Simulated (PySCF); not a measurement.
cis-Ti(PH3)2F4 (singlet state).
Bonds: Ti1–P2, Ti1–F6, Ti1–P7, Ti1–F11, Ti1–F12, Ti1–F13. Hydrogens: H3, H4, H5 on P2; H8, H9, H10 on P7.

Computed by this run: PBE0-D3(BJ)/def2-SVP geometry optimisation, gas phase (PySCF); density fitting, grid level 1; the optimiser is geomeTRIC in internal coordinates, started from a GFN2-xTB structure with every atom displaced at random (about 0.03 Å).

Step 0: E = -52623.8750 eV
```
atom  x, y, z in Å  |  force x, y, z in eV/Å
Ti1    -0.8733   -0.0536   -0.9287   -3.555   7.818  -1.733
P2     -1.0210   -0.0143    1.9083    2.952   0.647  -2.406
H3     -0.5505   -1.0035    2.7096    0.893  -1.288   0.843
H4     -2.1992   -0.1687    2.3787   -4.330  -0.475   1.217
H5     -0.7337    0.9895    2.7936    0.510   1.113   0.618
F6     -0.7192    0.0202   -2.6559    0.204  -0.236  -0.273
P7      1.9529    0.0105   -0.9635   -0.728   0.149   1.192
H8      2.8136   -1.0397   -0.7181    0.456  -0.947   0.320
H9      2.8250    0.9685   -0.4261    0.025   0.448   0.203
H10     2.3630    0.1392   -2.2447    0.399   0.339  -1.758
F11    -2.6734    0.0192   -0.7373    1.459  -0.176  -0.107
F12    -0.5204    1.6658   -0.5343    0.318  -0.151   0.167
F13    -0.6333   -1.5853   -0.5596    1.397  -7.240   1.716
```

**Question.** Estimate the geometry and energy of step 1. (The exact step hangs on the optimiser's Hessian estimate; all steps are aligned on step 0, rigid shifts and turns removed.)

**Answer.** E = -52625.0143 eV, largest force 1.436 eV/Å
```
atom  x, y, z in Å  |  force x, y, z in eV/Å
Ti1    -0.9099   -0.0470   -0.9459   -0.687   1.157  -0.501
P2     -1.0249   -0.0041    1.9403    0.027  -0.216   0.306
H3     -0.5155   -1.0557    2.7577    0.041   0.048  -0.088
H4     -2.3555   -0.1205    2.4160   -0.100   0.024  -0.046
H5     -0.6533    1.0569    2.8123    0.044   0.029  -0.124
F6     -0.7398    0.0213   -2.6808    0.044  -0.099   0.229
P7      1.9428    0.0308   -0.9677    0.334  -0.401  -0.082
H8      2.8115   -1.0679   -0.7080   -0.010   0.021  -0.005
H9      2.7713    1.0257   -0.3834   -0.127   0.054   0.027
H10     2.3662    0.2251   -2.3111   -0.015   0.066   0.021
F11    -2.6538    0.0073   -0.7634    0.449   0.122   0.020
F12    -0.3533    1.6109   -0.5304   -0.340  -0.226  -0.018
F13    -0.6551   -1.7347   -0.6135    0.341  -0.581   0.260
```

The energy changes by -1.1392 eV. The first-order estimate −F·Δx gives -2.3677 eV and the mean of the old and new forces, exact on a quadratic surface, -1.2270 eV. The step makes an angle of 61° with the force vector and moves no atom by more than 0.176 Å.

What follows is the cost of the whole optimisation. Time: 18 min; peak memory 0.64 GiB. Hardware: Intel Xeon at 2.50 GHz, one thread, no GPU, shared host with 64 logical CPUs at a one-minute load of 59.
